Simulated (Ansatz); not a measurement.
A run for Ansatz (a program for electronic structure): R-r2SCAN/def2-TZVPP on CH4Te (SMILES C[TeH]), atoms moved off the minimum. Elements past Kr take the def2 small-core potentials; no spin–orbit coupling.

Ansatz 0.2 input:
```yaml
crystal:
  periodic: [false, false, false]
  atoms:
    - {symbol: Te, position_ang: [-0.00693590, 0.05377899, 0.15338873]}
    - {symbol: H, position_ang: [-0.32903305, 1.38749689, -0.92021468]}
    - {symbol: C, position_ang: [-0.05365893, -1.45075268, -1.09497428]}
    - {symbol: H, position_ang: [0.75035748, -1.18560226, -1.95904250]}
    - {symbol: H, position_ang: [-1.04531605, -1.57620096, -1.59171824]}
    - {symbol: H, position_ang: [0.18632320, -2.49515049, -0.56313221]}
basis:
  gaussian:
    orbitals: def2-TZVPP
hamiltonian:
  xc: {name: r2SCAN}
scf: {lower_state_search: off}
output: {forces: true}
```

The log:

```
WARN ansatz: RAYON_NUM_THREADS=1 ignored (pool sized by the plan → 1); use --threads N
Functional definition: r2SCAN
these checks for a lower state are left out or cut short: stability, starts, cluster_reference, orbital_swaps, neighbouring_geometries, increment
integrals: 0.04 GiB planned
802 factors; their error is unknown
mean field: 0.39 GiB planned
mean field evaluation 1: about -8391.4479 eV, gradient 5.0e1 eV
mean field evaluation 2: about -8381.8302 eV, gradient 7.4e1 eV
mean field evaluation 4: about -8397.1672 eV, gradient 4.1e0 eV
mean field evaluation 8: about -8397.1987 eV, gradient 4.8e-2 eV
mean field evaluation 16: about -8397.0627 eV, gradient 1.4e-3 eV
mean field -8397.06273527 eV, -308.5863637876 hartree, gradient 1.0e-6 eV, S^2 0.000000; 0 other end points of the search recorded, 0 dependent functions left out
the calculation of the forces begins
reference -8397.06274570 eV, -308.5863641709 hartree; 17, 17 occupied and 120, 120 virtual orbitals, 802 factors
Total energy: -8397.06274570 eV, -308.5863641709 hartree
Atom 0 at    -0.006936     0.053779     0.153389 Å, force    -0.139747     3.717086     2.679885 eV/Å
Atom 1 at    -0.329033     1.387497    -0.920215 Å, force     0.190629    -1.061605     0.427407 eV/Å
Atom 2 at    -0.053659    -1.450753    -1.094974 Å, force     1.241781    -3.830326    -4.185508 eV/Å
Atom 3 at     0.750357    -1.185602    -1.959043 Å, force    -1.818332    -1.312642     1.894734 eV/Å
Atom 4 at    -1.045316    -1.576201    -1.591718 Å, force     0.771609    -0.000934     0.340225 eV/Å
Atom 5 at     0.186323    -2.495150    -0.563132 Å, force    -0.245940     2.488421    -1.156744 eV/Å
Dipole moment:    -0.012797    -0.214121    -0.215006 e Å
Checks for a lower state left out: stability, starts, cluster_reference, orbital_swaps, neighbouring_geometries, increment
```

The run converged.

Cost: about 2.5 core-seconds (a rough figure).
